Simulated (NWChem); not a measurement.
System: C$_{3}$H$_{3}$ cation

The following NWChem deck was run.

```
start job
memory heap 200 mb stack 900 mb global 1100 mb
charge 1
geometry units angstroms noautosym nocenter noautoz
  C      0.000000     0.000000    -1.338561
  C      0.000000     0.000000    -0.103285
  C      0.000000     0.000000     1.244730
  H      0.000000     0.000000    -2.425878
  H      0.000000     0.946802     1.807902
  H      0.000000    -0.946802     1.807902
end
basis spherical
  * library def2-svp
end
dft
  xc m06-2x
  iterations 150
end
cosmo
  dielec 7.6
end
task dft energy
```

NWChem printed, in part:

```
             Northwest Computational Chemistry Package (NWChem) 7.3.0
             --------------------------------------------------------

                             Geometry "geometry" -> ""
                             -------------------------

 Output coordinates in angstroms (scale by  1.889725989 to convert to a.u.)

  No.       Tag          Charge          X              Y              Z
 ---- ---------------- ---------- -------------- -------------- --------------
    1 C                    6.0000     0.00000000     0.00000000    -1.33856100
    2 C                    6.0000     0.00000000     0.00000000    -0.10328500
    3 C                    6.0000     0.00000000     0.00000000     1.24473000
    4 H                    1.0000     0.00000000     0.00000000    -2.42587800
    5 H                    1.0000     0.00000000     0.94680200     1.80790200
    6 H                    1.0000     0.00000000    -0.94680200     1.80790200

 Effective nuclear repulsion energy (a.u.)      53.2782787984

                                 NWChem DFT Module
                                 -----------------

 Summary of "ao basis" -> "ao basis" (spherical)
 ------------------------------------------------------------------------------
       Tag                 Description            Shells   Functions and Types
 ---------------- ------------------------------  ------  ---------------------
 C                          def2-svp                 6       14   3s2p1d
 H                          def2-svp                 3        5   2s1p

 in cosmo_initialize ...

 solvent parameters
 solvname_short: unkn
 solvname_long:  unknown
 dielec:        7.6000

          ---------------
          -cosmo- solvent
          ---------------
 Cosmo: York-Karplus, doi: 10.1021/jp992097l
 dielectric constant -eps-     =   7.60
 screen = (eps-1)/(eps    )    =   0.86842
 surface charge correction     = lagrangian

   van der Waals surface
 --------------------------

[...]

                                   COSMO solvation results
                                   -----------------------

                 gas phase energy =      -115.533949518213
                 sol phase energy =      -115.624322865231
 (electrostatic) solvation energy =         0.090373347018 (   56.71 kcal/mol)

                       DFT Final Molecular Orbital Analysis
                       ------------------------------------

 Vector    8  Occ=2.000000D+00  E=-6.233296D-01
              MO Center= -2.4D-12,  1.2D-10,  1.2D+00, r^2= 1.4D+00
   Bfn.  Coefficient  Atom+Function         Bfn.  Coefficient  Atom+Function
  ----- ------------  ---------------      ----- ------------  ---------------
    33      0.470900  3 C  py                48      0.282353  5 H  s
    53     -0.282353  6 H  s                 19      0.185255  2 C  py
    36      0.167481  3 C  py                 5      0.089931  1 C  py
    22      0.084160  2 C  py                49      0.040781  5 H  s
    54     -0.040781  6 H  s

 Vector    9  Occ=2.000000D+00  E=-4.877058D-01
              MO Center= -6.7D-11, -9.0D-12, -1.2D-01, r^2= 1.6D+00
   Bfn.  Coefficient  Atom+Function         Bfn.  Coefficient  Atom+Function
  ----- ------------  ---------------      ----- ------------  ---------------
    18      0.444248  2 C  px                 4      0.315281  1 C  px
    32      0.288998  3 C  px                21      0.248789  2 C  px
    35      0.133889  3 C  px                 7      0.126579  1 C  px

 Vector   10  Occ=2.000000D+00  E=-4.402375D-01
              MO Center=  6.7D-12,  3.6D-10, -5.5D-01, r^2= 1.9D+00
   Bfn.  Coefficient  Atom+Function         Bfn.  Coefficient  Atom+Function
  ----- ------------  ---------------      ----- ------------  ---------------
     5      0.461338  1 C  py                19      0.390018  2 C  py
     8      0.241932  1 C  py                22      0.225862  2 C  py
    33     -0.145773  3 C  py                48     -0.140432  5 H  s
    53      0.140432  6 H  s                 36     -0.092670  3 C  py
    49     -0.045593  5 H  s                 54      0.045593  6 H  s

 Vector   11  Occ=0.000000D+00  E=-1.966876D-01
              MO Center= -6.5D-10, -1.5D-12,  1.5D-01, r^2= 2.7D+00
   Bfn.  Coefficient  Atom+Function         Bfn.  Coefficient  Atom+Function
  ----- ------------  ---------------      ----- ------------  ---------------
    32      0.479534  3 C  px                 4     -0.414785  1 C  px
    35      0.398741  3 C  px                 7     -0.327240  1 C  px
    27     -0.043305  2 C  d  1              18     -0.038546  2 C  px

 Vector   12  Occ=0.000000D+00  E=-1.790122D-02
              MO Center=  8.9D-12,  1.3D-09, -3.6D-01, r^2= 2.8D+00
   Bfn.  Coefficient  Atom+Function         Bfn.  Coefficient  Atom+Function
  ----- ------------  ---------------      ----- ------------  ---------------
     8      0.611538  1 C  py                22     -0.604228  2 C  py
    19     -0.448578  2 C  py                 5      0.420422  1 C  py
    49      0.356593  5 H  s                 54     -0.356593  6 H  s
    48      0.177658  5 H  s                 53     -0.177658  6 H  s
    36     -0.149955  3 C  py                39      0.051015  3 C  d -1

[...]
```

Level: M06-2X/def2-SVP, COSMO on the gas-phase geometry. Structure relaxed at the PBE0/def2-SVP level. COSMO prints the solvation energy as gas minus solution, so a positive value is a stabilisation.
